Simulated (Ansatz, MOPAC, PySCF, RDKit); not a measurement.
Noncovalent pair: C2H6 (SMILES CC) (first 8 atoms) with CH6Si (SMILES C[SiH3]); geometry from B3LYP-D3(BJ)/def2-TZVP, rigid monomers moved along the line of their centres of mass till H5···Si10 is 4.57 Å.
(charge 0, multiplicity 1):
| atom | x (Å) | y (Å) | z (Å) |
|---|---|---|---|
| C | 0.8788 | 0.0867 | 0.4553 |
| C | -0.5102 | 0.6818 | 0.2449 |
| H | 1.5568 | 0.3666 | -0.3534 |
| H | 0.8417 | -1.0033 | 0.4944 |
| H | 1.3262 | 0.4323 | 1.3894 |
| H | -0.4775 | 1.7731 | 0.2272 |
| H | -1.1953 | 0.3836 | 1.0403 |
| H | -0.9429 | 0.3503 | -0.7010 |
| C | -0.6378 | 0.5905 | 5.4490 |
| Si | -0.2739 | -1.2457 | 5.3247 |
| H | -0.1222 | 1.0290 | 6.3054 |
| H | -1.7079 | 0.7659 | 5.5737 |
| H | -0.3124 | 1.1174 | 4.5512 |
| H | 1.1786 | -1.4825 | 5.1440 |
| H | -0.9915 | -1.8483 | 4.1758 |
| H | -0.7089 | -1.9427 | 6.5603 |

Monomers are frozen at their geometry in the pair; levels with a basis set take the counterpoise correction. Rows marked so take none. RDKit's UFF carries no charges.

Correlated levels freeze the cores. Rows in 6-31G* carry no dispersion term and start afresh at each structure (6-31G* with six Cartesian d functions). The state reached by PM3 isn't checked.

The values were computed with Ansatz (Gaussian orbitals); MOPAC for PM3 (differences of heats of formation); PySCF for 6-31G* rows, the dispersion terms; RDKit for the force fields. 

```csv
level,interaction energy (kJ/mol)
UFF,-2.9
PM3,-0.1
r2SCAN-D4/def2-TZVPPD,-1.7
B3LYP/6-31G* (no counterpoise),0.0
B3LYP/def2-TZVPPD,…
B3LYP-D3(BJ)/def2-TZVPPD,-1.8
PBE0/def2-TZVPPD,…
MP2/aug-cc-pV(D+d)Z,-1.7
CCSD(T)/aug-cc-pV(D+d)Z,-1.8
```

Q: Fill in the missing entries.

A: 
- B3LYP/def2-TZVPPD, interaction energy (kJ/mol): 0.6
- PBE0/def2-TZVPPD, interaction energy (kJ/mol): -0.5

Ansatz is a first-principles code.
